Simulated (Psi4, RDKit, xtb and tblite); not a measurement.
Internal rotation in C2H5NOSi, SMILES C(O)[SiH2]C#N. Scanned: dihedral C2–Si3–C4–O5 and dihedral Si3–C4–O5–H10; all other coordinates were relaxed at GFN2-xTB. Points at φ and −φ are mirror images. Heavy atoms are numbered in the order of the SMILES N#C[SiH2]CO, hydrogens after them in the order of the atoms that carry them; the mirror image has the same energies with the sign of each dihedral reversed.

- GFN2-xTB (xtb and tblite)
- MMFF94 // GFN2-xTB (RDKit)
- PBE/def2-SVP // GFN2-xTB (Psi4)
- PBE-D3(BJ)/def2-SVP // GFN2-xTB (Psi4)
- UFF // GFN2-xTB (RDKit)

Energies in kcal/mol at chosen points (x: dihedral C2–Si3–C4–O5 (°); y: dihedral Si3–C4–O5–H10 (°)), relative to x = 180, y = -60:

```csv
method,"(60, 90)","(-90, 90)","(0, -90)","(-90, 120)","(-30, -60)","(180, -60)","(-150, -60)"
GFN2-xTB,1.3,0.5,2.5,1.2,1.3,0.0,0.7
MMFF94,2.4,2.1,4.0,3.6,2.6,0.0,0.8
PBE/def2-SVP,0.6,0.8,2.9,1.7,1.3,0.0,1.5
PBE-D3(BJ)/def2-SVP,0.6,0.7,2.8,1.7,1.2,0.0,1.5
UFF,0.1,1.4,2.5,2.1,1.2,0.0,0.8
```

MMFF94 has few fitted parameters for silicon.
